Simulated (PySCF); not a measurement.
**Telling isomers of C$_{4}$H$_{7}$FO$_{2}$ apart by NMR**

How the numbers were obtained: structure optimised with GFN2-xTB, PBE0/pcSseg-1 with gauge-including orbitals, couplings computed with B3LYP/pcJ-1 (spin–dipole term left out of most H,H and C,H couplings), in PySCF 2.14.0 with density-fitted response routines (no solvent model, non-relativistic Hamiltonian, one computed conformer, rapidly exchanging positions averaged).

Scale: ¹H, ¹³C against TMS (reference shieldings calculated alike). Multiplet labels drop J under 1 Hz and among equivalent protons, and merge close values. Unscaled 3J(H,H) run several per cent high. Splittings of carbon signals by F and P are missing where no couplings were computed. Where no couplings were computed, multiplicities follow the n + 1 count of equivalent neighbours, and m marks all less simple cases (inequivalent or close neighbours, rings, F or P nearby). One-bond C–F couplings are unscaled and too large by tens of Hz. Shifts are as computed. Against solution values, carbons near 30 ppm lie about +3 ppm off and those near 130 ppm about +5 ppm. Of 1211 compounds with measured shifts, 218 miss one by over three times the rms of a fit or turn the order of signals round; such compounds aren't used in these exercises. Across acyclic CH2–CH2 and CH–CH2 bonds, 3J(H,H) assumes equally populated rotamers.

(1) Tabulate the signals of `CO[C@H](C)C(=O)F`, `F[C@H]1COCCO1`, `COCCC(=O)F` and their relative energies.

(2) What is the quickest way to tell F[C@H]1COCCO1 from COCCC(=O)F?

(3) What is the quickest way to tell CO[C@H](C)C(=O)F from F[C@H]1COCCO1?

(4) What is the quickest way to tell CO[C@H](C)C(=O)F from COCCC(=O)F?

Results:

(1) 
```json
{"SMILES": "CO[C@H](C)C(=O)F", "carbon types": "1×C 1×CH 2×CH3", "δC": "171.5, 78.1, 59.4, 21.5", "δH": "3.87 (m, 1H), 3.67 (s, 3H), 1.59 (d, 3H)", "E rel. (kcal/mol)": "0.2"}
{"SMILES": "F[C@H]1COCCO1", "carbon types": "1×CH 3×CH2", "δC": "108.6, 72.3, 69.6, 64.1", "δH": "5.42 (dq, 1H), 4.65 (m, 1H), 4.04 (dd, 1H), 3.92 (m, 1H), 3.78 (m, 1H), 3.72 (ddd, 1H), 3.49 (dd, 1H)", "E rel. (kcal/mol)": "11.1"}
{"SMILES": "COCCC(=O)F", "carbon types": "1×C 2×CH2 1×CH3", "δC": "172.0, 70.8, 61.5, 36.4", "δH": "3.67 (td, 2H), 3.55 (s, 3H), 2.65 (td, 2H)", "E rel. (kcal/mol)": "0.0"}
```

Energies are electronic energies at PBE0/pcSseg-1 on these geometries, without zero-point or thermal terms, each for the one conformer computed, which needn't be the lowest.

(2) Both give the same number of carbon signals, but DEPT or the intensities differ. The first has an sp3 CH bonded to F and O at 108.6 ppm, the second a carbonyl carbon (C) at 172.0 ppm. In the proton spectra the most deshielded non-exchanging signals are 5.42 (dq, J = 56.9, 1.3 Hz, 1H) and 3.67 (td, J = 5.7, 2.5 Hz, 2H).

(3) Both give the same number of carbon signals, but DEPT or the intensities differ. The first has a carbonyl carbon (C) at 171.5 ppm, the second an sp3 CH2 bonded to O at 72.3 ppm. Their most deshielded carbons lie at 171.5 and 108.6 ppm. In the proton spectra the most deshielded non-exchanging signals are 3.87 (m, 1H) and 5.42 (dq, J = 56.9, 1.3 Hz, 1H).

(4) Both give the same number of carbon signals, but DEPT or the intensities differ. The first has an sp3 CH bonded to O, α to a carbonyl at 78.1 ppm, the second an sp3 CH2 bonded to O at 70.8 ppm. Their most deshielded carbons lie at 171.5 and 172.0 ppm.
